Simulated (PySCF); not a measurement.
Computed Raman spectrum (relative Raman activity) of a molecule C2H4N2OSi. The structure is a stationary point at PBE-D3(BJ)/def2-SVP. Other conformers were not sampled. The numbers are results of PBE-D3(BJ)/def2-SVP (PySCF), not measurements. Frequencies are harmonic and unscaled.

Lines under 2 % of the strongest are left out, and lines within 2 cm⁻¹ are merged.

| ν (cm⁻¹) | relative intensity |
|---|---|
| 542 | 2.2 |
| 578 | 2.7 |
| 670 | 7.5 |
| 896 | 4.3 |
| 900 | 4.5 |
| 917 | 8.2 |
| 1344 | 3.2 |
| 1664 | 19 |
| 2205 | 76 |
| 2227 | 52 |
| 2261 | 100 |
| 3048 | 44 |

Which structure fits?
(A) N#C/N=C\[SiH2]O
(B) O[SiH]1N=CC=N1
(C) N#C/N=C/O[SiH3]
(D) O[Si@H]1C=NC=N1

C, N#C/N=C/O[SiH3]
